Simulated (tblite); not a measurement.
Species: C5H5N2O (doublet state).
Cartesian coordinates in Å at the GFN2-xTB level; atoms count from 1:
```xyz
13
C5H5N2O angstrom
N     -0.4399    2.3712    2.1183
C     -0.3807    1.7717    1.1442
C     -0.2687    0.9470   -0.0273
O     -1.5104    0.5452   -0.6018
C     -1.2586   -0.8448   -0.4069
C      0.0862   -0.5655    0.2906
C      1.2649   -1.1481   -0.2981
N      2.3611   -0.9504   -0.7773
H      0.3930    1.4208   -0.7653
H     -1.1705   -1.3736   -1.3605
H     -2.0252   -1.3169    0.2116
H      0.0769   -0.7839    1.3605
H      2.8675   -0.0723   -0.9056
```

Calculated harmonic vibrations of the isolated species, GFN2-xTB (tblite), most abundant isotopes, no scaling. Errors from tens to a few hundred cm⁻¹ against measured bands are possible. One conformer, not necessarily the lowest. Open shells enter through the occupations alone, without spin polarisation, and single modes of such species can be off by tens of per cent.

Harmonic wavenumbers (cm⁻¹): 51.2, 115.6, 130.0, 154.0, 231.4, 379.2, 464.9, 496.7, 539.5, 618.7, 707.0, 854.6, 860.5, 912.2, 975.9, 1009.4, 1048.9, 1069.1, 1100.0, 1107.0, 1114.9, 1146.8, 1229.5, 1257.5, 1258.9, 1472.0, 1974.3, 2371.0, 2877.2, 2939.1, 2963.3, 2968.9, 3122.8.

A = 3285, B = 1601, C = 1211 MHz; mass 109.040 u (most abundant isotopes); point group C1, symmetry number 1; spin multiplicity 2.

Problem. What is the zero-point energy?

Solution. ½Σν̃ = 19761 cm⁻¹ = 56.50 kcal/mol.

Problem. Entropy at 298.15 K, 1 bar (ideal gas, RRHO, classical rotation)?

Solution. Translation 40.00, rotation 28.31, vibration 20.28, spin (R ln 2) 1.38: S = 90.0 cal/(mol K).

Problem. And Cp and H(298.15 K) − H(0)?

Solution. Cp = 29.25 cal/(mol K), of which vibrations give 21.30 (their classical limit is 33 R = 65.6); H(298.15 K) − H(0) = 5.56 kcal/mol without the zero-point energy, 3.19 from vibrations.

Problem. What must be added to the electronic energy to get the Gibbs energy at 298.15 K and 1 bar?

Solution. ZPE + [H(298.15 K) − H(0)] − T·S = 56.50 + 5.56 − 26.82 = 35.24 kcal/mol.

Problem. How do the functions run with temperature in this model?

Solution. 
| T (K) | S (cal/(mol K)) | Cp (cal/(mol K)) | H − H(0) (kcal/mol) | G − H(0) (kcal/mol) | ln q(vib) |
| --- | --- | --- | --- | --- | --- |
| 150 | 74.0 | 18.8 | 2.02 | -9.07 | 2.12 |
| 250 | 85.1 | 25.7 | 4.24 | -17.05 | 3.95 |
| 400 | 99.6 | 36.3 | 8.91 | -30.92 | 6.66 |
| 600 | 116.4 | 46.5 | 17.26 | -52.56 | 10.22 |
| 900 | 137.2 | 55.8 | 32.74 | -90.71 | 15.23 |

q(vib) and H(0) count from the zero-point level.

Problem. Blend soft modes into free rotors: weight 1/[1 + (100 cm⁻¹/ν̃)⁴] for the oscillator and the rest for a rotor with moment μB/(μ + B), μ = h/(8π²ν), B = 10⁻⁴⁴ kg m². What vibrational entropy results?

Solution. 18.83 cal/(mol K) in place of 20.28, which changes −T·S at 298.15 K by +0.43 kcal/mol.

Hindered rotation and anharmonicity are outside this model. Other conformers, if any are populated, would add a mixing term that is left out. The structure is chiral; the term R ln 2 for an equal mix with its mirror image is left out.
